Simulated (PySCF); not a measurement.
# What a mistake does to a calculation on BCH7NSi

All numbers below are calculated, not measured. The program is PySCF 2.14.0, an open-source quantum chemistry code, run on an isolated molecule that a program drew, which may never have been made. The molecule is BCH7NSi (charge 0, doublet), drawn as the SMILES string `BN[SiH2][CH2]`.

Each row is a Hartree-Fock (HF) and frozen-core CCSD(T) single point in the cc-pV(D+d)Z basis, meant for a local HF minimum. Run 1 is clean. Each other run has one planted mistake out of seven kinds, and not every kind appears here: one electron removed, one electron added, multiplicity raised by two, geometry at a saddle point, minimal basis STO-3G, one bond length entered in bohr, all coordinates scaled. The reference is restricted for singlets and unrestricted otherwise, and also for a bond in bohr. Adding or removing an electron swaps singlet and doublet. Electrons count all cores. HOMO and LUMO are orbital energies over both spins, the gradient is its largest component, and the lowest frequency (negative if imaginary) is given only where the gradient is small. Bond lengths are over the 10 bonds as drawn. T1 is the CCSD diagnostic: over 0.02 (restricted) or 0.045 (unrestricted) a single reference is doubtful.

Geometry of the clean run:
```xyz
11
BCH7NSi, angstrom
B    -0.7037   -0.2665   -1.8958
N    -0.5314    0.0566   -0.5398
Si    0.0308   -0.9680    0.7615
C     1.4909   -0.2035    1.6129
H    -0.4379   -1.3715   -2.2858
H    -1.1138    0.5673   -2.6599
H    -0.7732    0.9978   -0.2851
H     0.3627   -2.2750    0.1588
H    -1.0348   -1.1534    1.7745
H     1.6257   -0.2355    2.6907
H     2.3070    0.2628    1.0664
```

| run | electrons | basis functions | <S^2> | HOMO (eV) | LUMO (eV) | gradient (hartree/bohr) | lowest frequency (cm^-1) | mean bond (Å) | longest bond (Å) | T1 | HF (hartree) | CCSD(T) (hartree) | mistake |
|---|---|---|---|---|---|---|---|---|---|---|---|---|---|
| 1 | 39 | 100 | 0.760 | -10.50 | 2.34 | 1.6e-05 | 58 | 1.3551 | 1.855 | 0.0131 | -410.04035 | -410.58221 | no fault |
| 2 | 39 | 31 | 0.767 | -9.12 | 8.14 | 3.2e-02 | - | 1.3551 | 1.855 | 0.0170 | -405.21758 | -405.44127 | minimal basis STO-3G |
| 3 | 39 | 100 | 0.765 | -10.50 | 2.37 | 5.2e-02 | - | 1.4513 | 1.987 | 0.0155 | -409.99567 | -410.55110 | ? |
| 4 | 39 | 100 | 3.782 | -4.80 | -0.64 | 1.6e-01 | - | 1.3551 | 1.855 | 0.0157 | -409.83568 | -410.34763 | ? |

**Which mistake was planted in run 3, and what did it cost?**

The mean and the longest bond both change by the same factor, 1.071, and the gradient is no longer small. So the mistake is: all coordinates scaled. Subtracting run 1 and multiplying by 627.51 kcal/mol a hartree, the energy moved by 28.0 kcal/mol in HF and 19.5 kcal/mol in CCSD(T).

**Which mistake was planted in run 4, and what did it cost?**

Electrons, basis and geometry are unchanged, and <S^2> is 3.782, beside S(S+1) = 3.75 for a multiplicity of 4. So the mistake is: multiplicity raised by two. Subtracting run 1 and multiplying by 627.51 kcal/mol a hartree, the energy moved by 128.4 kcal/mol in HF and 147.2 kcal/mol in CCSD(T).

